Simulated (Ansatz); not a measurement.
Coupled-cluster diagnostics for the cluster Rb₃H₃⁻, Ansatz.

Geometry of the doublet (PBE0-D4/def2-TZVPD):

```csv
atom,x (Å),y (Å),z (Å)
Rb1,4.670,-2.644,-0.129
Rb2,0.041,-0.026,-0.002
Rb3,-3.407,1.919,0.091
H4,2.388,-1.349,-0.065
H5,-1.643,1.497,-1.756
H6,-2.049,0.603,1.860
```

In the def2 sets Rb takes a core potential; there is no spin–orbit coupling. Correlated methods freeze no core orbitals; core or outer-core shells of Rb are correlated, in sets that lack core-valence functions. Another isomer (quartet) lies 1.74 eV lower at PBE0-D4/def2-TZVPD; other spin states weren't run for this one.

Task: Estimate the CCSD(T) correlation energy, the shares of MP2 and (T), T1 and the reference's ⟨S²⟩ for: charge -1, doublet, own geometry in def2-TZVPD; and the rough time on 4 threads of Arm Neoverse V2 on a shared host.

Result: 
```json
{"state": "charge -1, doublet, own geometry", "basis": "def2-TZVPD", "correlation (eV)": "-8.842", "MP2 share (%)": "84.8", "(T) share (%)": "1.6", "T1": "0.017", "⟨S²⟩ (pure)": "0.75 (0.75)", "wall time": "50 s"}
```
Customary marks for T1 are 0.02 (closed shells), 0.045 (open shells) and about 0.05 (3d metals). T1 stays under 0.02 throughout.
